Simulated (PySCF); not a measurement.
B(F)3(NH3), H₃BF₃N, singlet at its PBE0/def2-SVP optimised geometry (Å):

```
8

B      0.0267    -0.8071     0.0000
F     -0.5379    -1.2824    -1.1498
F     -0.5380    -1.2849     1.1486
F      1.3929    -0.8071     0.0000
N     -0.3785     0.8191     0.0000
H      0.0231     1.2849     0.8146
H     -1.3929     0.9292     0.0274
H     -0.0236     1.2709    -0.8436
```

Level of theory: PBE0/def2-TZVP run with PySCF 2.14.0. Cells within 0.4 Å of a nucleus heavier than hydrogen are left out (blank, or x).

Map of the log10 of the electron density (e/bohr³), floored at −4 on the plane z = 0.0 Å:

```
|000000000000000000000000000|
|000000000000000000000000000|
|000000000011111000000000000|
|000000011222222110000000000|
|000000122333333221000000000|
|000001233445554332100000000|
|000012345556665442100000000|
|000123456677776543210000000|
|000134567788887653210000000|
|00023467889xx98654321100000|
|00023467889xxx8654332210000|
|00013457789xx98654444321000|
|000123466788987665655432100|
|000013445677887667776543200|
|000012345567777778988653210|
|000002334567xxx889xx9754210|
|000002344567xxx89xxx9764210|
|0000023456678xx889xx9754210|
|000002345567777778987653210|
|000001234566666667776543100|
|000001234455555555555432100|
|000001223444444444443321000|
|000000122333333333322210000|
|000000011222222211111000000|
|000000000111111000000000000|
|000000000000000000000000000|
|000000000000000000000000000|
```
Scale: ten equal steps from -4.00 (start of '0') to -0.084 (end of '9'), in the order '0123456789'; x runs from -3.50 to 3.50, y from -3.50 (bottom) to 3.50 (top).
